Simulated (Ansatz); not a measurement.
A nudged elastic band was laid between two geometries of CH4S2Si (8 atoms, charge 0, multiplicity 1).

Level of theory: RKS PBE/def2-SVP in Ansatz.

```json
{"movable images": "9", "climbing image": "yes", "spring": "5.0 eV/Å²", "optimiser": "quadratic models (default)", "start path": "through a guess of the saddle point", "force threshold": "0.03 eV/Å", "iteration limit": "60", "end points": "relaxed"}
```

Image 0:

```xyz
8
Properties=species:S:1:pos:R:3
C -0.570 0.925 -0.359
Si 0.089 -0.650 0.404
S 2.154 -0.764 0.930
S 1.327 -1.934 -0.769
H -1.494 0.719 -0.938
H -0.821 1.663 0.431
H 0.189 1.364 -1.035
H -0.873 -1.322 1.335
```

Image 10:

```xyz
8
Properties=species:S:1:pos:R:3
C -0.565 1.135 -0.422
Si -0.489 -0.108 1.056
S 1.780 -0.554 1.011
S 0.661 -1.851 -0.214
H -1.568 1.095 -0.898
H -0.458 2.155 0.013
H 0.218 1.022 -1.199
H 0.423 -2.893 0.652
```

Problem. Which bonds break or form, and what moves?

Solution. Bonds broken: Si2–H8. Bonds formed: S4–H8.

Problem. What energy profile does the band end with?

Solution. The run converged. The highest image is number 6 of 0 to 10, 1.71 eV above the first end and 0.43 eV above the last; the last end lies 1.29 eV above the first. A vibrational analysis at the climbing image gives one clearly imaginary mode, 534i cm⁻¹: a first-order saddle point. The orbitals stay closed-shell, which can raise the energy where a bond breaks towards radicals; this wasn't checked here.

| image | path coordinate (Å) | energy (eV) | Si2–H8 (Å) | S4–H8 (Å) |
| --- | --- | --- | --- | --- |
| 0 | 0.00 | 0.00 | 1.50 | 3.10 |
| 1 | 0.33 | 0.01 | 1.50 | 3.09 |
| 2 | 0.67 | 0.09 | 1.49 | 2.94 |
| 3 | 1.00 | 0.44 | 1.49 | 2.63 |
| 4 | 1.34 | 1.02 | 1.50 | 2.29 |
| 5 | 1.67 | 1.53 | 1.57 | 1.94 |
| 6 | 2.00 | 1.71 | 1.77 | 1.58 |
| 7 | 2.36 | 1.63 | 2.14 | 1.42 |
| 8 | 2.73 | 1.46 | 2.50 | 1.38 |
| 9 | 3.09 | 1.31 | 2.82 | 1.37 |
| 10 | 3.45 | 1.29 | 2.96 | 1.38 |

Problem. What is the geometry of the highest image?

Solution. 
```xyz
8
Properties=species:S:1:pos:R:3
C -0.577 1.028 -0.338
Si -0.186 -0.305 0.974
S 2.009 -0.657 0.903
S 0.983 -1.962 -0.400
H -1.574 0.846 -0.789
H -0.618 2.014 0.172
H 0.194 1.068 -1.132
H -0.231 -2.033 0.611
```

Problem. What are the harmonic wavenumbers there?

Solution. 534i, 109, 161, 204, 299, 424, 513, 627, 702, 724, 885, 1184, 1358, 1368, 1484, 2963, 3059, 3093 cm⁻¹.

Run time: 72 s on 2 threads of Intel(R) Xeon(R) Platinum 8488C (Sapphire Rapids) (shared host), peak memory 0.15 GiB.
